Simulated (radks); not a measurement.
Values are calculated unless marked as measured or tabulated.
Neutral tantalum inside a hard spherical wall (all orbitals vanish at R), configuration held at [Xe] 4f14 5d3 6s2 and not refilled when levels cross. Level of theory: scalar-relativistic Kohn-Sham, LDA (Slater exchange, Perdew-Wang correlation), spin-polarised, spherical densities, finite nucleus; open shells are filled with parallel spins first (spin-orbit coupling, left out, can overturn this in heavy ions); Fermi nuclear charge, rms radius 5.3507 fm (a radial shooting solver on a logarithmic mesh with Libxc functionals). Eigenvalues in eV for spin up, with the zero of energy where the potential of the charges vanishes at infinity; a dash marks a level that is unbound or too diffuse for the functional's potential to be trusted. A positive occupied level is held by the wall or, in an anion where self-interaction has pushed it up, behind a barrier. The pressure on the wall is -dE/dV.

| R (bohr) | E (hartree) | kinetic (hartree) | e(5p) | e(4f) | e(6s) | e(5d) | e(6p, empty) | e(7s, empty) | pressure (GPa) |
|---|---|---|---|---|---|---|---|---|---|
| free | -15593.1192 | 17122.287 | -39.965 | -24.831 | -6.011 | -4.334 | -1.659 | -0.076 | 0 |
| 20 | -15593.1192 | 17122.287 | -39.965 | -24.831 | -6.011 | -4.334 | -1.659 | 0.013 | < 0.0001 |
| 12 | -15593.1191 | 17122.287 | -39.960 | -24.826 | -6.007 | -4.329 | -1.631 | 0.730 | 0.000934 |
| 8 | -15593.1135 | 17122.335 | -39.680 | -24.539 | -5.783 | -4.081 | -1.086 | 4.169 | 0.241 |
| 6 | -15593.0609 | 17122.651 | -38.352 | -23.149 | -4.553 | -2.897 | 1.100 | 12.529 | 4.45 |
| 3.5 | -15591.8086 | 17127.629 | -28.561 | -12.086 | 11.907 | 7.730 | 24.945 | 76.534 | 353 |
| 3 | -15590.3535 | 17133.059 | -22.447 | -4.851 | 27.305 | 15.683 | 45.201 | 123.08 | 1140 |
